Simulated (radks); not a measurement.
The numbers below are computed, except where a source is named.
Task: The cobalt ion Co+, configuration [Ar] 3d8. Code: a radial shooting solver on a logarithmic mesh with Libxc functionals. Model: Dirac Kohn-Sham, LDA (Slater exchange, Perdew-Wang correlation), spin-unpolarised, spherical densities, point nucleus; open shells are shared between the two j in proportion to 2j + 1. Some entries of the table are withheld. Estimate them.

| orbital | occ. | eigenvalue (Ry) | <1/r> (bohr^-1) | <r> (bohr) |
|---|---|---|---|---|
| 1s1/2 | 2 | -557.0003 | 26.99 | (1) |
| 2s1/2 | 2 | (2) | (3) | 0.2558 |
| 2p1/2 | 2 | -57.45450 | (4) | 0.2230 |
| 2p3/2 | 4 | -56.36707 | (5) | 0.2262 |
| 3s1/2 | 2 | -7.72871 | 1.827 | 0.7793 |
| 3p1/2 | 2 | -5.15931 | 1.695 | 0.8177 |
| 3p3/2 | 4 | -5.02453 | 1.669 | 0.8280 |
| 3d3/2 | 3.2 | (6) | 1.237 | 1.132 |
| 3d5/2 | 4.8 | (7) | 1.229 | 1.141 |

Result: 
(1) 1s1/2 <r> (bohr): 0.05628
(2) 2s1/2 eigenvalue (Ry): -66.10031
(3) 2s1/2 <1/r> (bohr^-1): 5.826
(4) 2p1/2 <1/r> (bohr^-1): 5.783
(5) 2p3/2 <1/r> (bohr^-1): 5.672
(6) 3d3/2 eigenvalue (Ry): -0.93148
(7) 3d5/2 eigenvalue (Ry): -0.91842
